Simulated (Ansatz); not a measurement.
Input and output for `F[C](F)(F)[GeH3]`.

```yaml
crystal:
  periodic: [false, false, false]
  atoms:
    - {symbol: F, position_ang: [0.559796, -1.109919, 1.783364]}
    - {symbol: C, position_ang: [0.770549, -0.730242, 0.342975]}
    - {symbol: F, position_ang: [0.741990, -2.005130, -0.455325]}
    - {symbol: F, position_ang: [2.165177, -0.176286, 0.234981]}
    - {symbol: Ge, position_ang: [-0.772829, 0.740801, -0.371330]}
    - {symbol: H, position_ang: [-0.638431, 2.135600, 0.615504]}
    - {symbol: H, position_ang: [-0.418327, 1.090043, -2.011372]}
    - {symbol: H, position_ang: [-2.304661, -0.008821, -0.201294]}
basis:
  gaussian: {orbitals: cc-pVTZ, nuclear_model: gaussian}
hamiltonian: {xc: {name: r2SCAN50}, dispersion: d3bjatm}
scf: {lower_state_search: off}
output: {forces: true}
```

```sh
$ ansatz run in.yaml --threads 4 --pin off --events-out ev --progress --plain --max-ram 10444MiB
```

Output, abridged:

```
Functional definition: r2SCAN50
1344 factors; their error is unknown
mean field evaluation 1: about -65744.4183 eV, gradient 4.5e1 eV
mean field evaluation 2: about -65742.1073 eV, gradient 6.3e1 eV
mean field evaluation 4: about -65747.7828 eV, gradient 1.7e0 eV
mean field evaluation 8: about -65747.7901 eV, gradient 7.1e-2 eV
mean field evaluation 16: about -65748.2308 eV, gradient 1.2e-4 eV
mean field -65748.23079624 eV, -2416.2029160105 hartree, gradient 4.1e-6 eV, S^2 0.000000; 0 other end points of the search recorded, 0 dependent functions left out
reference -65748.23080237 eV, -2416.2029162357 hartree; 34, 34 occupied and 171, 171 virtual orbitals, 1344 factors
Total energy: -65748.27458299 eV, -2416.2045251435 hartree
Atom 0 at     0.559796    -1.109919     1.783364 Å, force     1.063000     1.240158    -5.477495 eV/Å
Atom 1 at     0.770549    -0.730242     0.342975 Å, force     1.824980    -1.737841     0.843069 eV/Å
Atom 2 at     0.741990    -2.005130    -0.455325 Å, force     0.356110     4.714526     3.211747 eV/Å
Atom 3 at     2.165177    -0.176286     0.234981 Å, force    -5.167291    -2.383713     0.532645 eV/Å
Atom 4 at    -0.772829     0.740801    -0.371330 Å, force     0.148708    -0.140989     0.067731 eV/Å
Atom 5 at    -0.638431     2.135600     0.615504 Å, force    -0.103362    -2.097104    -1.380893 eV/Å
Atom 6 at    -0.418327     1.090043    -2.011372 Å, force    -0.421038    -0.589546     2.406363 eV/Å
Atom 7 at    -2.304661    -0.008821    -0.201294 Å, force     2.298893     0.994509    -0.203168 eV/Å
Dipole moment:    -0.568103     0.541288    -0.262705 e Å
Checks for a lower state left out: stability, starts, cluster_reference, orbital_swaps, neighbouring_geometries, increment
```

Hardware: 4 threads of an Arm Neoverse V1 on a shared host. Wall time 5.5 s, peak host memory 0.54 GiB.
